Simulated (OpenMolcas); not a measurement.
# Mn3+: moving or changing the point charges

Mn3+ among 2 point charges of -2 e arranged as a linear pair (D∞h), 2.11 Å from the ion.
```
   0.0000    0.0000    2.1100  -2.00
   0.0000    0.0000   -2.1100  -2.00
```

| Item | Value |
| --- | --- |
| Program | OpenMolcas 26.06 |
| Method | SS-CASPT2, IPEA 0.25 Eh, imaginary shift 0.1 Eh (closed shells correlated: 3s 3p) |
| Basis | ANO-RCC-VTZP [6s5p3d2f1g] |
| Scalar Hamiltonian | DKH2, point nucleus |
| Active space | 4 electrons in 5 orbitals (3d) |
| State averaging | 2S+1 = 5 even, 5 roots; 2S+1 = 3 even, 45 roots; 2S+1 = 1 even, 50 roots |
| Spin-orbit coupling | RASSI with atomic mean-field integrals over the reference wave functions |

Runs around this geometry, states (labels by Λ). Energies in cm-1 above the lowest state or level, χT in cm3 K/mol.

```tsv
R (Å)	q (e)	Ground state	First state of that spin	First gap with spin-orbit (degeneracies)	χT at 300 K	First state of another spin
2.11	-1.3	5Σ	5Π 2180	15 (1, 2)	2.620	3Γ 22470
1.96	-2	5Σ	5Π 3760	10 (1, 2)	2.779	3Φ 22220
2.11	-2	5Σ	5Π 3020	11 (1, 2)	2.724	3Φ 22530
2.35	-2	5Σ	5Π 2170	15 (1, 2)	2.618	3Γ 22500
```

Taking the first state of the same spin as R^-n, n = -ln(2170 / 3760) / ln(2.35 / 1.96) = 3.0 between the shortest and longest distance.

Scaling the charges by -1.3 / -2 = 0.65 scales the first state of the same spin by 2180 / 3020 = 0.72; with fixed orbitals a first-order splitting would follow the charge.

Roots that are degenerate in the reference are averaged as groups; the widest CASPT2 spread within a group is 36 cm-1 (the 2-fold group of multiplicity 1 near 71700 cm-1 above the lowest state of its run, R = 1.96, q = -2). Shifts and gaps below about the spread of the groups concerned are not significant. Free-ion shares, where given, are those of the reference states; single-state CASPT2 does not remix them. This is an electrostatic model: the charges have no orbitals. No measured value stands beside these numbers.
